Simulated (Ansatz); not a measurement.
`[SiH3]/N=C\[SeH]` + `[OH][Al]([OH])[SH]` → `[OH][Al]([OH])[SeH]` + `[SiH3]/N=C\S`  (redistribution)

Calculated with Ansatz (gas phase, PBE0-D4/def2-TZVP geometries, no zero-point term in ΔE). CBS: MP2 limit from def2 TZ/QZ plus the TZ coupled-cluster correction, frozen cores. This one scheme is used for every species. Double bonds are as drawn, so ΔE can hold a change between cis and trans. For Se outer-core shells are correlated without core-valence functions, which leaves a few kJ/mol of doubt a bond. Scalar relativity is left out up to krypton. Each species was taken in one conformer, which may not be the lowest.

`[SiH3]/N=C\[SeH]`:

```xyz
9

Si    1.500    0.485   -0.288
N     0.095    0.567    0.721
C    -1.014    0.003    0.650
Se   -1.601   -1.252   -0.703
H     1.781    1.855   -0.778
H     2.626    0.006    0.551
H     1.336   -0.430   -1.456
H    -1.797    0.180    1.393
H    -2.925   -1.415   -0.090
```

`[OH][Al]([OH])[SH]`:

Cartesian coordinates in Å:
```
O 1.136 0.630 -0.724
Al -0.149 -0.097 0.100
O -0.189 -1.685 0.667
S -1.911 1.108 0.469
H 1.963 0.209 -0.948
H 0.507 -2.333 0.582
H -1.356 2.167 -0.146
```

`[OH][Al]([OH])[SeH]`:

```xyz
7

O    -1.085   -1.290    0.272
Al   -0.091   -0.065   -0.321
O    -0.078    0.166   -1.989
Se    1.223    1.282    1.035
H    -1.174   -1.511    1.196
H     0.445    0.826   -2.438
H     0.761    0.592    2.246
```

`[SiH3]/N=C\S`:

```xyz
9

Si   -1.294    0.000    0.376
N    -0.135    0.589   -0.755
C     1.098    0.440   -0.912
S     2.276   -0.502    0.014
H    -2.335   -0.729   -0.388
H    -0.751   -0.924    1.421
H    -1.889    1.173    1.060
H     1.621    0.941   -1.736
H     1.409   -0.989    0.919
```

```json
{"species": "`[SiH3]/N=C\\[SeH]`", "CCSD(T)/CBS(def2) energy (Eh)": "-2785.52604"}
{"species": "`[OH][Al]([OH])[SH]`", "CCSD(T)/CBS(def2) energy (Eh)": "-792.11328"}
{"species": "`[OH][Al]([OH])[SeH]`", "CCSD(T)/CBS(def2) energy (Eh)": "-2795.04092"}
{"species": "`[SiH3]/N=C\\S`", "CCSD(T)/CBS(def2) energy (Eh)": "-782.60025"}
```

**Question.** Work out ΔE.

**Answer.** ΔE = (-2795.04092) + (-782.60025) − (-2785.52604) − (-792.11328) = -0.00185 Eh = -1.2 kcal/mol.

Largest T1 diagnostic among the species: 0.015.

In def2-TZVPP, CCSD(T) changes the Hartree–Fock value by +1.1 kcal/mol (the triples alone add −0.0 kcal/mol) and MP2 by +1.1 kcal/mol.
